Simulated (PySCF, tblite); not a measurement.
Isomers of C5H14ClNSi2, one GFN2-xTB conformer each. Single-point energies are computed at PBE0/pcSseg-1 (PySCF, gas phase, no added dispersion term), electronic only.

```
                     SMILES  GFN2-xTB relative energy (kJ/mol)
 CC[Si@@H]1C[Si@@H](Cl)CN1C                                0.0
C=CN(C(C)C)[Si@H]([SiH3])Cl                               18.3
```

Conformers: `[CH3:1][CH2:2][Si@@H:3]1[CH2:4][Si@@H:5]([Cl:6])[CH2:7][N:8]1[CH3:9]` with C1–C2–Si3–C4 -64°, C2–Si3–C4–Si5 -132°, Si3–C4–Si5–Cl6 -115°, C4–Si5–C7–N8 15°, Si5–C7–N8–C9 175°; `[CH2:1]=[CH:2][N:3]([CH:4]([CH3:5])[CH3:6])[Si@H:7]([SiH3:8])[Cl:9]` with C1–C2–N3–C4 171°, C2–N3–C4–C5 69°, C2–N3–Si7–Si8 -52°.

**Question.** What does PBE0/pcSseg-1 give for the same structures?

**Answer.** 
| SMILES | PBE0/pcSseg-1 E (Eh) | PBE0/pcSseg-1 (kJ/mol) | GFN2-xTB (kJ/mol) | point group |
| --- | --- | --- | --- | --- |
| CC[Si@@H]1C[Si@@H](Cl)CN1C | -1292.21683 | 0.0 | 0.0 | C1 |
| C=CN(C(C)C)[Si@H]([SiH3])Cl | -1292.15799 | 154.5 | 18.3 | C1 |

Both levels put the same isomer lowest. As drawn, the lower has an Si–C bond, which the higher lacks; the higher has an Si–Si bond and a C=C bond outside aromatic rings, which the lower lacks.

**Question.** Which frontier levels, dipoles and rotational constants go with these structures?

**Answer.** 
```csv
SMILES,"HOMO (eV, PBE0/pcSseg-1)",LUMO (eV),dipole (D),"A, B, C (MHz)"
CC[Si@@H]1C[Si@@H](Cl)CN1C,-6.34,0.64,2.10,"1613, 578.5, 460.8"
C=CN(C(C)C)[Si@H]([SiH3])Cl,-6.13,-0.38,1.51,"1101, 802.2, 570.8"
```

**Question.** What happens when harmonic zero-point energies from GFN2-xTB frequencies are added?

**Answer.** 
```csv
SMILES,ZPE (kJ/mol),electronic (kJ/mol),with ZPE (kJ/mol)
CC[Si@@H]1C[Si@@H](Cl)CN1C,477.2,0.0,0.0
C=CN(C(C)C)[Si@H]([SiH3])Cl,460.5,154.5,137.8
```

The zero-point energies span 16.7 kJ/mol. The order is unchanged.
